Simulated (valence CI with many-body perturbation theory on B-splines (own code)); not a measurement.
The numbers below are computed, except where a source is named.
## I XLVII: what each term of the Hamiltonian does

Method: valence CI with perturbative core correlation (CI+MBPT): five valence electrons over a frozen Dirac-Fock core [He], a basis of 9 s, 9 p, 8 d, 6 f, 3 g, 1 h functions for each j, with the one-electron correlation potential Σ1 (screened to all orders), the two-electron term Σ2, the three-electron term Σ3, Breit, model QED; selected single and double excitations, second order for the rest (own B-spline code, finite nucleus).

No measured spectrum was set against this ion. As an estimate, large intervals hold to a few tenths of a per cent, small ones and those within an open d or f shell to about a per cent. Among the levels kept, up to 1300 cm⁻¹ of a level comes from second order outside the variational space, and about a tenth of that is noise between levels of different J, which matters for small intervals.

Each rung adds one term. CI alone is the Dirac-Coulomb CI over the frozen core; QED comes last and gives the full result, which names the levels. Energies are above (2s^2 2p1/2^2 2p3/2) J=3/2 on the same rung, in eV.

Levels are named by their leading jj configuration (3d3/2^4 stands for four electrons in 3d with j = 3/2), which in mixed levels can hold well under half, so a name can repeat and another be missing. Letters in brackets count levels of one name in rising energy.

```
                       Level  CI alone     Σ1     Σ2     Σ3   Breit    QED    Full
  (2s^2 2p1/2 2p3/2^2) J=3/2     299.5  +0.09  -0.04  +0.01   -4.77  +0.61   295.4
  (2s^2 2p1/2 2p3/2^2) J=5/2     322.8  +0.09   0.00  -0.02   -8.27  +0.61   315.2
  (2s^2 2p1/2 2p3/2^2) J=1/2     348.8  +0.09  +0.09  -0.05   -3.97  +0.57   345.5
  (2s 2p1/2^2 2p3/2^2) J=5/2     515.0  -0.15  -0.21  -0.06   -1.73  -4.91   507.9
  (2s 2p1/2^2 2p3/2^2) J=1/2     578.5  -0.15  -0.20  -0.13   +1.61  -4.92   574.8
  (2s 2p1/2^2 2p3/2^2) J=3/2     582.6  -0.15  -0.36  -0.17   -0.66  -4.94   576.3
        (2s^2 2p3/2^3) J=3/2     650.9  +0.18  +0.05  -0.05  -10.10  +1.13   642.1
(2s 2p1/2 2p3/2^3) J=3/2 [a]     832.7  -0.06  -0.19  -0.08   -4.64  -4.34   823.4
    (2s 2p1/2 2p3/2^3) J=5/2     868.0  -0.06  -0.21  -0.12   -8.02  -4.35   855.3
    (2s 2p1/2 2p3/2^3) J=1/2     900.3  -0.06  -0.35  -0.19   -4.58  -4.36   890.8
(2s 2p1/2 2p3/2^3) J=3/2 [b]     913.7  -0.06  -0.36  -0.21   -6.60  -4.37   902.1
     (2p1/2^2 2p3/2^3) J=3/2    1148.3  -0.30  -0.66  -0.29   -0.19  -9.79  1137.0
          (2s 2p3/2^4) J=1/2    1217.1  +0.03  -0.21  -0.18   -9.30  -3.78  1203.7
       (2p1/2 2p3/2^4) J=1/2    1468.5  -0.21  -0.59  -0.28   -5.26  -9.27  1452.9
     (2s^2 2p1/2^2 3s) J=1/2    4397.7  +0.27  +0.10  -0.14   -3.51  +1.12  4395.6
  (2s^2 2p1/2^2 3p1/2) J=1/2    4461.9  +0.22  +0.08  -0.14   -1.84  -0.45  4459.8
  (2s^2 2p1/2^2 3p3/2) J=3/2    4563.5  +0.24  +0.01  -0.14   -3.63  -0.26  4559.7
  (2s^2 2p1/2^2 3d3/2) J=3/2    4626.5  +0.28  +0.06  -0.13   -3.90  -0.41  4622.4
  (2s^2 2p1/2^2 3d5/2) J=5/2    4660.9  +0.28  +0.05  -0.13   -5.02  -0.33  4655.7
```

The middle columns are the shifts that each term adds.

Question: How does the ionisation energy move along the ladder, and which term matters most?

Answer: CI alone 8049.5, + Σ1 8049.9, + Σ2 8050.0, + Σ3 8049.8, + Breit 8044.7, + QED 8044.3 eV. The largest step is Breit, -5.2 eV. NIST lists 8044 ± 4 eV (theoretical).
